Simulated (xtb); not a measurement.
GaI3, charge +1, doublet, at a GFN2-xTB geometry (such geometries of metal compounds can be far from the true shape) (a state made from the parent by changing its charge; the spin is typed, not shown lowest); GFN2-xTB in xtb.

Input for xtb:
```
$ xtb mol.xyz --gfn 2 --chrg 1 --uhf 1 --ohess --json

# file mol.xyz
4

Ga     0.00000000    -0.00000000     0.00000000
I     -2.10028292    -1.45823568    -0.04756430
I      0.01598057     2.25851024    -1.19949077
I      2.08430235    -0.80027456     1.24705507
```

Output, abridged:

```
   ID    Z sym.   atoms
    1   31 Ga     1
    2   53 I      2-4

           -------------------------------------------------
          |                Calculation Setup                |
           -------------------------------------------------

           -------------------------------------------------
          |                 G F N 2 - x T B                 |
           -------------------------------------------------

          ...................................................
          :                      SETUP                      :
          :.................................................:
          :  # basis functions                  40          :
          :  # atomic orbitals                  36          :
          :  # shells                           12          :
          :  # electrons                        23          :
          :  max. iterations                   250          :
          :  Hamiltonian                  GFN2-xTB          :
          :  restarted?                      false          :
          :  GBSA solvation                  false          :
          :  PC potential                    false          :
          :  electronic temp.          300.0000000     K    :
          :  accuracy                    1.0000000          :
          :  -> integral cutoff          0.2500000E+02      :
          :  -> integral neglect         0.1000000E-07      :
          :  -> SCF convergence          0.1000000E-05 Eh   :
          :  -> wf. convergence          0.1000000E-03 e    :
          :  Broyden damping             0.4000000          :
          :  net charge                          1          :
          :  unpaired electrons                  1          :
          ...................................................

 iter      E             dE          RMSdq      gap      omega  full diag
   1    -12.2639523 -0.122640E+02  0.195E+01    3.60       0.0  T
   2    -12.2874123 -0.234601E-01  0.153E+01    3.19       1.0  T
   3    -12.2555964  0.318159E-01  0.643E+00    3.62       1.0  T
   4    -12.2909395 -0.353431E-01  0.241E+00    3.19       1.0  T
   5    -12.2920159 -0.107640E-02  0.114E+00    3.28       1.0  T
   6    -12.2923196 -0.303611E-03  0.431E-01    3.25       1.0  T
   7    -12.2923162  0.336446E-05  0.219E-01    3.25       1.0  T
   8    -12.2922828  0.333778E-04  0.257E-01    3.25       1.0  T
   9    -12.2922959 -0.130610E-04  0.214E-01    3.24       1.0  T
  10    -12.2923262 -0.303165E-04  0.180E-02    3.25       2.8  T
  11    -12.2923259  0.281930E-06  0.183E-02    3.25       2.7  T
  12    -12.2923265 -0.619086E-06  0.556E-03    3.25       9.0  T
  13    -12.2923266 -0.233346E-07  0.267E-03    3.25      18.7  T
  14    -12.2923266 -0.434834E-08  0.366E-04    3.25     136.7  T
  15    -12.2923266 -0.220641E-10  0.200E-04    3.25     249.9  T

   *** convergence criteria satisfied after 15 iterations ***

         :::::::::::::::::::::::::::::::::::::::::::::::::::::
         ::                     SUMMARY                     ::
         :::::::::::::::::::::::::::::::::::::::::::::::::::::
         :: total energy             -12.278034255712 Eh    ::
         :: gradient norm              0.000009183004 Eh/a0 ::
         :: HOMO-LUMO gap              3.253733753645 eV    ::
         ::.................................................::
         :: SCC energy               -12.292324183563 Eh    ::
         :: -> isotropic ES            0.115161034781 Eh    ::
         :: -> anisotropic ES          0.008754245925 Eh    ::
         :: -> anisotropic XC         -0.006466865126 Eh    ::
         :: -> dispersion             -0.005436345105 Eh    ::
         :: repulsion energy           0.014289927851 Eh    ::
         :: add. restraining           0.000000000000 Eh    ::
         :: total charge               1.000000000000 e     ::
         :::::::::::::::::::::::::::::::::::::::::::::::::::::

[...]
 * total energy  :   -12.2780343 Eh     change       -0.7958079E-12 Eh
   *** GEOMETRY OPTIMIZATION CONVERGED AFTER 1 ITERATIONS ***
         :: total energy             -12.278034255735 Eh    ::
[...]
 Raman intensities (Ä⁴*amu⁻¹)
   1:  0.00   2:  0.00   3:  0.00   4:  0.00   5:  0.00   6:  0.00   7:  0.00   8:  0.00
   9:  0.00  10:  0.00  11:  0.00  12:  0.00
 output can be read by thermo (or use thermo option).
 writing <g98.out> molden fake output.
 recommended (thermochemical) frequency scaling factor: 1.0
           -------------------------------------------------
          |             Thermodynamic Functions             |
           -------------------------------------------------

d3h symmetry found (for desy threshold:  0.10E+00) used in thermo

          ...................................................
          :                      SETUP                      :
          :.................................................:
          :  # frequencies                           6      :
          :  # imaginary freq.                       0      :
          :  linear?                             false      :
          :  only rotor calc.                    false      :
          :  symmetry                              d3h      :
          :  rotational number                       6      :
          :  scaling factor                  1.0000000      :
          :  rotor cutoff                   50.0000000 cm⁻¹ :
          :  imag. cutoff                  -20.0000000 cm⁻¹ :
          :.................................................:

    mode    ω/cm⁻¹     T·S(HO)/kcal·mol⁻¹    T·S(FR)/kcal·mol⁻¹   T·S(vib)
   ------------------------------------------------------------------------
       1     42.55    -1.53146 ( 34.41%)    -1.10426 ( 65.59%)    -1.25125
       2     42.57    -1.53129 ( 34.44%)    -1.10417 ( 65.56%)    -1.25125
       3     72.59    -1.21701 ( 81.63%)    -0.94607 ( 18.37%)    -1.16723
       4    140.33    -0.83464 ( 98.41%)    -0.75082 (  1.59%)    -0.83331
       5    236.36    -0.54564 ( 99.80%)    -0.59637 (  0.20%)    -0.54574
       6    236.37    -0.54564 ( 99.80%)    -0.59637 (  0.20%)    -0.54574
   ------------------------------------------------------------------------

   temp. (K)  partition function   enthalpy   heat capacity  entropy
                                   cal/mol     cal/K/mol   cal/K/mol   J/K/mol
 298.15  VIB   431.                 2611.566      9.920     18.765
         ROT  0.791E+06              888.752      2.981     29.970
         INT  0.341E+09             3500.318     12.901     48.734
         TR   0.925E+28             1481.254      4.968     44.184
         TOT                        4981.5723    17.8693    92.9185   388.7710

       T/K    H(0)-H(T)+PV         H(T)/Eh          T*S/Eh         G(T)/Eh
   ------------------------------------------------------------------------
    298.15    0.793864E-02    0.969457E-02    0.441486E-01   -0.344540E-01
   ------------------------------------------------------------------------

         :::::::::::::::::::::::::::::::::::::::::::::::::::::
         ::                  THERMODYNAMIC                  ::
         :::::::::::::::::::::::::::::::::::::::::::::::::::::
         :: total free energy         -12.312488260664 Eh   ::
         ::.................................................::
         :: total energy              -12.278034255525 Eh   ::
         :: zero point energy           0.001755933301 Eh   ::
         :: G(RRHO) w/o ZPVE           -0.036209938440 Eh   ::
         :: G(RRHO) contrib.           -0.034454005139 Eh   ::
         :::::::::::::::::::::::::::::::::::::::::::::::::::::

optimized geometry written to: xtbopt.xyz

           -------------------------------------------------
          | TOTAL ENERGY              -12.278034255525 Eh   |
          | TOTAL ENTHALPY            -12.268339681474 Eh   |
          | TOTAL FREE ENERGY         -12.312488260664 Eh   |
          | GRADIENT NORM               0.000009013148 Eh/α |
          | HOMO-LUMO GAP               3.253741160473 eV   |
           -------------------------------------------------

normal termination of xtb
```
